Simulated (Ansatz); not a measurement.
Stepwise reaction of `N[Si](N)(O)O` with hydrogen fluoride, as a gas-phase model of exchange steps in deposition or etching. ΔE in kJ/mol; ΔG adds harmonic PBE0-D4 terms to CCSD(T)/CBS, at 1 bar.

Gas-phase electronic energies from Ansatz, PBE0-D4/def2-TZVP geometries. CCSD(T)/CBS is the MP2 limit (def2-TZVPP, def2-QZVPP) plus CCSD(T) − MP2 in def2-TZVPP, frozen cores. This one scheme is used for every species. Functionals use def2-TZVPP. B3LYP here is the variant with VWN-RPA as its local correlation; programs differ in this. Each species was taken in one conformer, which may not be the lowest.

```tsv
step	reaction	PBE-D4	B3LYP-D4	ωB97M-V	CCSD(T)/CBS	ΔG(400 K)
1	`N[Si](N)(O)O` + H–F → `N[Si](O)(O)F` + NH₃	-89.2	-94.6	-94.2	-92.0	-85.9
2	`N[Si](O)(O)F` + H–F → `O[Si](O)(F)F` + NH₃	-76.0	-81.4	-81.0	-79.7	-79.6
```

**Question.** By hand: ΔE of the 2 steps together at CCSD(T)/CBS.

**Answer.** (-92.0) + (-79.7) = -171.7 kJ/mol, or -85.8 kJ/mol a step.

In ΔE each step is higher than the one before. All are downhill at CCSD(T)/CBS. ΔG lies between -85.9 and -79.6 kJ/mol a step. PBE-D4 differs from CCSD(T)/CBS by 2.8 to 3.7 kJ/mol a step. Isolated molecules leave out the surface, adducts and barriers. Largest T1 diagnostic: 0.011.
